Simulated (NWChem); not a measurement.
BH2, doublet; SMILES [BH2]

All runs: NWChem. Spin-unrestricted. In the optimisation the excess spin sits in a1 (C2v, its own frame). All runs use the structure optimised with PBE0/def2-SVP, spin-unrestricted. No stability test was run on the SCF state.

Task: Predict the results for UHF/3-21G. Quantities: highest occupied level (eV); lowest empty minus highest occupied level, either spin (eV); dipole (D).

Result: The highest occupied level (eV) is -9.43 and the lowest empty minus highest occupied level, either spin (eV) is 11.09. The dipole (D) is 0.28.
